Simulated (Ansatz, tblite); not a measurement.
Cost and result up the ladder for `C[Si](C)(C)[Si](C)(C)[Si](C)(C)C` (35 atoms). Charge 0, multiplicity 1. Geometry: PBE-D4/def2-SVP.

Ansatz on 2 threads of AMD EPYC 7R13 on a shared host and a share (18 GiB) of an NVIDIA H100 80GB HBM3; xTB runs through tblite on one thread. Times are rough, summed over both states, and most runs start from the orbitals of an earlier one. PBE0-D4/def2-TZVP serves as the yardstick here, not as an exact answer. The other state is a triplet.

The xTB rows come from tblite. Single mean-field runs in def2-TZVP are fitted with def2-universal-jkfit.

xTB has no spin-polarisation term.

| level | functions | vertical triplet (eV) | difference from PBE0-D4/def2-TZVP (eV) |
| --- | --- | --- | --- |
| PBE-D4/def2-TZVP (with forces) | 503 | 4.79 | -0.33 |
| PBE0-D4/def2-TZVP | 503 | 5.11 | 0.00 |
| GFN2-xTB | 83 | 4.07 | -1.04 |
| GFN1-xTB | 107 | 3.99 | -1.13 |

Problem. Estimate how long each takes.

Solution. GFN2-xTB 0.094 s; GFN1-xTB 0.096 s; PBE-D4/def2-TZVP (with forces) 15 s; PBE0-D4/def2-TZVP 19 s. On shared hardware such times vary by a factor of up to 3.
